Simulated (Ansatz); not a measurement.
Ideal-gas functions of CH4ISi (`C[SiH]I`) radical at 800 K and 1 bar, from an Ansatz frequency run at PBE0-D4/def2-TZVP.

Molar mass 171.03 g/mol, point group C1 (symmetry number 1), electronic degeneracy 2, moments of inertia 30.509, 264.934, 289.62 u Å². Harmonic wavenumbers (cm⁻¹, unscaled): 148, 157, 351, 526, 645, 712, 779, 878, 1260, 1435, 1441, 2183, 3046, 3131, 3151.

Use S(trans) = R[1.5 ln M + 2.5 ln T − 1.1517]; rotational temperatures θ = 24.2544 K / I; S(rot) = R[ln(√π/σ · √(T³/θAθBθC)) + 1.5]; for each mode x = 1.438777 ν̃/T, S = R[x/(eˣ − 1) − ln(1 − e⁻ˣ)] and H = RT x/(eˣ − 1); 1 cm⁻¹ = 0.0119627 kJ/mol; R = 8.31446 J/(mol·K).

Q: By hand: the entropy, in J/(mol·K).

A: Translation 193.5. Rotation: θ = 0.795, 0.0915, 0.0837 K, giving 121.8. Vibration, mode by mode: 19.34, 18.86, 12.28, 9.08, 7.53, 6.80, 6.16, 5.33, 3.09, 2.41, 2.39, 0.82, 0.23, 0.20, 0.19, in all 94.7. Electronic 5.8. Sum 415.8 J/(mol·K).

Q: By hand: H − E and G − E in kJ/mol, counted from the electronic energy.

A: Zero-point energy ½ × 19843 × 0.0119627 = 118.7; thermal vibration 38.4; translation, rotation and pV give 4 RT = 26.6. H − E = 183.7 kJ/mol, and G − E = 183.7 − 800 × 415.8/1000 = -148.9 kJ/mol.

Vibration gives 23 % of the entropy, 19.3 J/(mol·K) of it from the mode under 150 cm⁻¹: soft modes count most, and the harmonic formula is weakest for them. The sum counts one conformer and one mirror image; others add a mixing term.
